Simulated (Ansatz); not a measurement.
CrN₂O₈. Total charge 0; spin multiplicity 1. The bonds changed during the relaxation, so this is another structure than the one it started from. The geometry is a stationary point of PBE0-D4/def2-TZVP. It is one conformer, not always the lowest.

```xyz
11

O    -0.810    0.791   -1.053
N    -0.009    1.738   -0.953
O    -0.201    2.866   -1.228
O     1.154    1.346   -0.474
Cr    0.788   -0.516   -0.279
O     2.005   -0.855    0.596
O     1.023   -1.127   -1.670
O    -0.587   -1.717    0.273
N    -1.032   -1.056    1.322
O    -0.418    0.014    1.488
O    -1.912   -1.482    1.978
```

Question: What is the dipole moment at B3LYP/def2-TZVPP? (Estimate.)

Answer: Computed: 0.61 D, with components (0.49, -0.32, -0.17) D in this frame, pointing from negative to positive charge.

Question: And with PBE, r2SCAN, ωB97M-V? (Best estimate.)

Answer: The calculation gave: PBE 0.30 D, r2SCAN 0.38 D, ωB97M-V 0.91 D.

Question: Give the Mulliken charges with B3LYP, PBE, r2SCAN in def2-TZVPP. (Estimate.)

Answer: The calculation gave: 
| atom | B3LYP | PBE | r2SCAN |
| --- | --- | --- | --- |
| O1 | -0.31 | -0.25 | -0.32 |
| N2 | 0.61 | 0.54 | 0.69 |
| O3 | -0.22 | -0.19 | -0.26 |
| O4 | -0.27 | -0.21 | -0.27 |
| Cr5 | 0.95 | 0.74 | 0.92 |
| O6 | -0.29 | -0.26 | -0.30 |
| O7 | -0.29 | -0.26 | -0.30 |
| O8 | -0.27 | -0.21 | -0.27 |
| N9 | 0.61 | 0.54 | 0.69 |
| O10 | -0.31 | -0.25 | -0.32 |
| O11 | -0.22 | -0.19 | -0.26 |

B3LYP here is the variant with VWN-RPA as its local correlation; programs differ in this.
